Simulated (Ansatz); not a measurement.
A nudged elastic band was laid between two geometries of Cl + ClF3Zr (6 atoms, charge 0, multiplicity 2).

All numbers below come from UKS PBE-D4/def2-SVP (Ansatz 0.2.0).

| Item | Value |
| --- | --- |
| movable images | 9 |
| climbing image | yes |
| spring | 5.0 eV/Å² |
| optimiser | quadratic models (default) |
| start path | through a guess of the saddle point |
| force threshold | 0.05 eV/Å |
| iteration limit | 60 |
| end points | relaxed |

Initial state:

```xyz
6
Properties=species:S:1:pos:R:3
Zr 0.009 0.000 0.051
Cl 0.126 0.000 2.420
F 1.769 0.000 -0.663
F -0.904 1.544 -0.570
F -0.904 -1.544 -0.570
Cl -0.094 0.000 5.234
```

Final state:

```xyz
6
Properties=species:S:1:pos:R:3
Zr -0.008 0.000 0.050
Cl -0.125 0.000 2.419
F 1.797 0.000 -0.540
F -0.878 1.544 -0.631
F -0.878 -1.544 -0.631
Cl 0.094 0.000 5.233
```

Q: What changes between the two ends?

A: No bond is made or broken.

Q: Give the energies along the band, and the barrier.

A: The forces met the threshold. The highest image is number 5 of 0 to 10, 0.3 kJ/mol above the ends, which have the same energy within 2 meV. The top lies less than 8 meV above the higher end, about what the thresholds resolve: the motion is nearly free. A vibrational analysis at the climbing image gives 2 clearly imaginary modes (41i, 40i cm⁻¹): a point of higher order, so a lower path passes nearby.

```
image  path coordinate (Å)  energy (kJ/mol)
    0                 0.00              0.0
    1                 0.03              0.1
    2                 0.06              0.1
    3                 0.10              0.2
    4                 0.13              0.2
    5                 0.16              0.3
    6                 0.20              0.3
    7                 0.24              0.2
    8                 0.28              0.2
    9                 0.31              0.1
   10                 0.35              0.0
```

Q: What is the geometry of the highest image?

A: 
```xyz
6
Properties=species:S:1:pos:R:3
Zr 0.000 0.000 0.052
Cl 0.013 0.000 2.420
F 1.781 0.000 -0.607
F -0.894 1.545 -0.595
F -0.894 -1.545 -0.595
Cl -0.003 0.000 5.226
```

The run took 3.4 min on 4 threads of Arm Neoverse V2, on a shared host, peak memory 0.28 GiB.
